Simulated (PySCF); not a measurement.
Splitting trees

Structure with atom numbers: `[CH2:1]=[CH:2][C:3](=[CH2:4])[CH2:5][O:6][CH3:7]`. Hydrogens are named by the atom that carries them. Ha(C4) is cis to C2; Ha(C1) is cis to C3; Hb(C4) is trans to C2; Hb(C1) is trans to C3.

Level of theory: J couplings at B3LYP/pcJ-1 (without the spin–dipole term), NMR shieldings at PBE0/pcSseg-1/GIAO, structure optimised with PBE0-D3(BJ)/def2-SVP, in PySCF 2.14 (rapidly exchanging positions averaged, single conformer, no relativistic terms, in vacuum).

δ = σ(ref) − σ, references computed at the same level: 1H (σ = 31.27 ppm) vs TMS.

Spectrometer: 600 MHz for 1H. First-order analysis; couplings under 1 Hz (under 4 Hz in carbon signals) are ignored, and nearly equal couplings are merged; the smaller ones broaden or split the lines further.

(1) What pattern does H(C5) show (1H)?

(2) What pattern does Ha(C4) show (1H)?

(3) What pattern does Hb(C4) show (1H)?

(4) What pattern does H(C2) show (1H)?

Answers

(1) A triplet of doublets at δ 3.83: 2.9 Hz to Hb(C4) and Ha(C4) (2 × 1H, 4 bonds away), 1.0 Hz to H(C2) (1 × 1H, 4 bonds away). Lines in Hz from the centre (relative intensity): +3.4 (1), +2.4 (1), +0.5 (2), -0.5 (2), -2.4 (1), -3.4 (1). The outer lines are 6.8 Hz apart, the sum of the couplings kept, or 0.011 ppm at this field.

(2) A quartet of doublets at δ 5.41: 2.8 Hz to Hb(C4) and H(C5) (3 × 1H, 2 or 4 bonds away), 1.0 Hz to Hb(C1) (1 × 1H, 5 bonds away). Lines in Hz from the centre (relative intensity): +4.7 (1), +3.7 (1), +1.9 (3), +0.9 (3), -0.9 (3), -1.9 (3), -3.7 (1), -4.7 (1). The outer lines are 9.4 Hz apart, the sum of the couplings kept, or 0.016 ppm at this field.

(3) A quartet of doublets at δ 5.87: 2.9 Hz to H(C5) and Ha(C4) (3 × 1H, 2 or 4 bonds away), 1.6 Hz to Hb(C1) (1 × 1H, 5 bonds away). Lines in Hz from the centre (relative intensity): +5.2 (1), +3.5 (1), +2.2 (3), +0.7 (3), -0.7 (3), -2.2 (3), -3.5 (1), -5.2 (1). The outer lines are 10.3 Hz apart, the sum of the couplings kept, or 0.017 ppm at this field.

(4) A doublet of doublets of triplets at δ 6.52: 19.4 Hz to Ha(C1) (1 × 1H, 3 bonds away), 12.6 Hz to Hb(C1) (1 × 1H, 3 bonds away), 1.0 Hz to H(C5) (2 × 1H, 4 bonds away). Lines in Hz from the centre (relative intensity): +17.0 (1), +16.0 (2), +15.0 (1), +4.4 (1), +3.4 (2), +2.4 (1), -2.4 (1), -3.4 (2), -4.4 (1), -15.0 (1), -16.0 (2), -17.0 (1). The outer lines are 34.0 Hz apart, the sum of the couplings kept, or 0.057 ppm at this field.

Unscaled 3J(H,H) at this level run about 10 % above measured values.
